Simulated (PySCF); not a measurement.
## Mayer bond orders and bond lengths

Compound: C2H4ClN3Si.
Numbering: `[SiH3:1][n:2]1[n:3][cH:4][c:5]([Cl:6])[n:7]1` (hydrogens: H8, H9, H10 on Si1; H11 on C4)

Structure used (GFN2-xTB), in Å, numbered top down from 1:
```
atom  x, y, z in Å
Si1   -2.067    0.001   -0.181
N2    -0.299   -0.036   -0.139
N3     0.409   -1.143   -0.007
C4     1.668   -0.766    0.045
C5     1.684    0.640   -0.061
Cl6    3.019    1.681   -0.057
N7     0.437    1.061   -0.174
H8    -2.521    0.324    1.171
H9    -2.389    1.048   -1.142
H10   -2.415   -1.352   -0.592
H11    2.477   -1.456    0.150
```

Bond orders from the PBE0/pcSseg-1 density (PySCF). Geometry: GFN2-xTB; no solvent, vibrations or thermal averaging.

Where do the orders between heavy atoms depart from those drawn in the SMILES?

The largest departure is 0.312, at N7–N2 (drawn aromatic, 1.188), counting aromatic bonds as 1.5. Drawn single, order below 0.88: Si1–N2 (0.740). The bonds drawn aromatic range from 1.19 to 1.54.

Set the Mayer orders of the bonds beside their lengths.

```
   bond  drawn as  length (Å)  Mayer order
 Si1–N2    single       1.769        0.740
  N2–N3  aromatic       1.321        1.203
  N3–C4  aromatic       1.315        1.544
  C4–C5  aromatic       1.410        1.219
 C5–Cl6    single       1.693        1.038
  C5–N7  aromatic       1.321        1.474
  N7–N2  aromatic       1.322        1.188
 Si1–H8    single       1.462        0.940
 Si1–H9    single       1.457        0.946
Si1–H10    single       1.456        0.947
 C4–H11    single       1.069        0.981
```

By pair of heavy elements: N–N: all 2 within 0.02 of one another (1.188 to 1.203). C–N: lowest C5–N7 (1.474, 1.321 Å), highest N3–C4 (1.544, 1.315 Å).

Sum the orders of all bonds at each heavy atom with more than one neighbour and set the sums beside the valence in the SMILES.

Si1 3.573 (drawn 4), N2 3.131 (drawn 3), N3 2.747 (drawn 3), C4 3.744 (drawn 4), C5 3.731 (drawn 4), N7 2.662 (drawn 3). Orders between atoms that aren't bonded are not in these sums.

Mayer orders depend on the basis set.
